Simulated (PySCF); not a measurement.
# Electronic structure of Fe²⁺ (iron, charge +2) at the PBE0 level

Configuration: [Ar] 3d6, high-spin 5D determinant. All numbers are calculated (PySCF 2.14, no relativity, point nucleus, in def2-TZVP (6s4p4d1f, 45 functions)).

| Quantity | Value |
| --- | --- |
| Total energy | -1262.559 hartree |
| One-electron energy | -1726.899 hartree |
| Hartree (Coulomb) energy | 519.347 hartree |
| Exchange-correlation energy | -55.007 hartree |
| Kinetic energy | 1261.07034 hartree |
| ⟨S²⟩ | 6.0016 |
| ⟨L²⟩ | 6.007 |
| Sum of ⟨r⟩ | 15.26 bohr |
| Sum of ⟨r²⟩ | 16.12 bohr² |
| Traceless quadrupole moment −½Σ⟨3z² − r²⟩ along its main axis | 0.473 e·bohr² |
| Density at the nucleus (Gaussians lack the cusp) | 11600 bohr⁻³ |
| Spin density at the nucleus | 0.0661 bohr⁻³ |
| Langevin diamagnetic susceptibility | -12.8 ×10⁻⁶ cm³/mol |
| Time after the integrals | 0.88 s of wall time on 1 thread of Intel(R) Xeon(R) Platinum 8488C (shared host) |

| shell | electrons | mean orbital energy (hartree) | spread (hartree) | rms radius, mean of both spins (bohr) |
| --- | --- | --- | --- | --- |
| 1s α | 1 | -257.12245 | 0 | 0.0684 |
| 1s β | 1 | -257.12143 | 0 | 0.0684 |
| 2s α | 1 | -30.91469 | 0 | 0.293 |
| 2s β | 1 | -30.83106 | 0 | 0.293 |
| 2p α | 3 | -26.73535 | 0.03443 | 0.262 |
| 2p β | 3 | -26.66515 | 0.01519 | 0.262 |
| 3s α | 1 | -4.34563 | 0 | 0.881 |
| 3s β | 1 | -4.13684 | 0 | 0.881 |
| 3p α | 3 | -3.10845 | 0.07041 | 0.937 |
| 3p β | 3 | -2.88345 | 0.00710 | 0.937 |
| 3d α | 5 | -1.09862 | 0.07903 | 1.20 |
| 3d β | 1 | -0.95146 | 0 | 1.20 |
